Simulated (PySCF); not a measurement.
Bi(OH)2(OMe) (CH5BiO3), SMILES C[O][Bi]([OH])[OH]. Atoms are numbered in the order given.

```xyz
10

Bi    -0.0707     0.1521     0.4294
O      0.4205     1.6212    -0.9652
H     -0.2292     1.5707    -1.6814
O     -1.8969    -0.2589    -0.5021
H     -1.8327    -1.0968    -0.9802
O      0.9638    -1.4287    -0.4624
C      1.3014    -1.3950    -1.8198
H      1.4929    -0.3694    -2.1882
H      2.2207    -1.9857    -1.9777
H      0.5111    -1.8381    -2.4584
```
Charge 0, spin multiplicity 1.

Coordinates come from a PBE0-D3(BJ)/def2-SVP optimisation. The structure was generated by enumeration; whether it is a known compound was not checked. The def2 effective core potentials stand for the cores of Bi; spin–orbit coupling is left out. One conformer was computed; it need not be the lowest.

Method: PySCF with PBE/def2-TZVP.

ESP charges are fitted to the potential on shells at 1.4 to 2.0 van der Waals radii. Atomic charges (e):

| atom | ESP fit | Mulliken |
|---|---|---|
| Bi1 | 0.83 | 1.06 |
| O2 | -0.60 | -0.64 |
| H3 | 0.36 | 0.30 |
| O4 | -0.68 | -0.66 |
| H5 | 0.39 | 0.30 |
| O6 | -0.45 | -0.49 |
| C7 | 0.04 | -0.21 |
| H8 | 0.03 | 0.12 |
| H9 | 0.06 | 0.12 |
| H10 | 0.02 | 0.10 |
